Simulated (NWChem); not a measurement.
CO[Se]N (CH5NOSe), optimised at PBE0/def2-SVP with NWChem:

* **highest occupied level (eV)**: -6.28
* **orbital gap (eV)**: 6.35
* **dipole (D)**: 2.11

All stand in one matching conformer (torsions within 35°), which need not be the lowest. This build's default masses of Se (78.918 u) and Br (79.917 u) are each other's, which moves their modes by up to 0.6 %. For one or both, no frequency run checked for a minimum. def2 effective core potentials on Cd; no spin-orbit coupling.

One Se atom is replaced by Cd, giving C[O][Cd][NH2] (CH₅CdNO), optimised at the same level. How do these values move?


```csv
quantity,new value,change
highest occupied level (eV),-6.75,-0.47
orbital gap (eV),5.92,-0.43
dipole (D),2.48,+0.37
```
